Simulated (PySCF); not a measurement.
Si(H)2(OH)2 (H4O2Si), SMILES O[SiH2]O. Atoms are numbered in the order given.

```xyz
7

Si     0.0000     0.0000     0.4599
O      1.3721    -0.0946    -0.4404
O     -1.3721     0.0946    -0.4404
H      0.0302    -1.2329     1.2781
H     -0.0302     1.2329     1.2781
H      1.6054     0.6699    -0.9744
H     -1.6054    -0.6699    -0.9744
```

The structure is a stationary point at r2SCAN-D4/def2-TZVP. One conformer was computed; it need not be the lowest.

Method: B3LYP/pcJ-1 in PySCF.

Isotropic couplings with Fermi-contact, spin-dipole and both spin-orbit terms, one fixed conformer, no vibrational averaging. Isotopes: 1H, 29Si.

| pair | bonds apart | J (Hz) |
|---|---|---|
| Si1–H4 | 1 | [?] |
| Si1–H5 | 1 | [?] |
| Si1–H6 | 2 | 2.8 |
| Si1–H7 | 2 | 2.8 |
| H4–H5 | 2 | [?] |
| H4–H6 | 3 | 11.8 |
| H4–H7 | 3 | -0.8 |
| H5–H6 | 3 | -0.8 |
| H5–H7 | 3 | 11.8 |

Task: What belongs in the gaps? (An estimate is asked for; the answer gives what the named calculation found.)

Result: 
- Si1–H4, J (Hz): -263.2
- Si1–H5, J (Hz): -263.2
- H4–H5, J (Hz): 28.0
